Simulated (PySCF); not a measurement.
Which level of theory gave which numbers?

C7H7FO.
SMILES: `OCc1ccccc1F`

The closed-shell ground state was solved 4 times with PySCF (density fitting, gas phase), always in the pcSseg-2 basis (422 functions), with these functionals: B97-2, KT3, PBE0 and wB97X-D. Isolated species at its PBE0-D3(BJ)/def2-TZVP geometry (one conformer only).

```tsv
row	total energy (Eh)	HOMO (eV)	LUMO (eV)	dipole (D)
P	-446.0318	-6.93	-0.57	1.66
Q	-452.8174	-6.12	-1.36	1.54
R	-445.6900	-7.18	-0.54	1.67
S	-446.0388	-8.94	1.20	1.71
```

**Question.** Which functional belongs to which row?

**Answer.** P = B97-2, Q = KT3, R = PBE0, S = wB97X-D. By rising HOMO–LUMO gap: KT3 (GGA) 4.76 eV; B97-2 (global hybrid, 21 % exact exchange) 6.36 eV; PBE0 (global hybrid, 25 % exact exchange) 6.64 eV; wB97X-D (range-separated hybrid) 10.14 eV. Total energies of different functionals aren't bounds to one another; each is stationary for its own functional.

Shape of the structure used: `[OH:1][CH2:2][c:3]1[cH:4][cH:5][cH:6][cH:7][c:8]1[F:9]`: O1–C2–C3–C4 18°, H–O1–C2–C3 64°.

wB97X-D is run here without its empirical dispersion term; that term would change no orbital, density or response property at a fixed geometry.
